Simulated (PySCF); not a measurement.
# Gas-phase XPS of `CC[CH2][GeH2][GeH3]`, computed

Compound: C3H12Ge2.
Bonds: C1–C2, C2–C3, C3–Ge4, Ge4–Ge5. Hydrogens: H6, H7, H8 on C1; H9, H10 on C2; H11, H12 on C3; H13, H14 on Ge4; H15, H16, H17 on Ge5.

Level of theory: delta-SCF UKS SCAN, pcX-2 on the ionised atom, pcseg-1 elsewhere, spin-free X2C in PySCF. Each binding energy is the total energy of the core-ionised species, with the hole localised on one atom, minus that of the ground state; both are solved self-consistently, so orbital relaxation is included.

**Question.** List the computed XPS lines with their assignment.

**Answer.** 
```tsv
atom(s)	bonded to	level	binding energy (eV)	above the level's lowest (eV)	count
C2	2 C and 2 H	C 1s	290.62	+0.52	1
C1	C and 3 H	C 1s	290.54	+0.44	1
C3	C, 2 H and Ge	C 1s	290.10	0.00	1
```

Lowest listed C 1s: C3, bonded to C, 2 H and Ge. Highest, 0.52 eV above it: C2, bonded to 2 C and 2 H. Summing the Pauling electronegativity differences to the bonded atoms, each weighted by its formal bond order, gives -1.24 for the lowest site and -0.70 for the highest; no listed site has a larger sum than the highest.

**Question.** Which photon energy gives electrons from C 1s of C1 a kinetic energy of 200 eV, and what is their de Broglie wavelength?

**Answer.** hν = 290.54 + 200 = 490.54 eV, recoil neglected; λ = 12.264 Å/√(E/eV) = 0.87 Å.

**Question.** Express the binding energy of C 1s of C1 in atomic units and per mole.

**Answer.** 290.54 eV = 10.6771 Eh = 28033 kJ/mol.

No level of germanium is listed. The structure is a single PBE0-D3(BJ)/def2-SVP conformer in the gas phase; no vibrational or solvent corrections.

The values belong to the conformer `[CH3:1][CH2:2][CH2:3][GeH2:4][GeH3:5]`: C1–C2–C3–Ge4 180°, C2–C3–Ge4–Ge5 -60°.
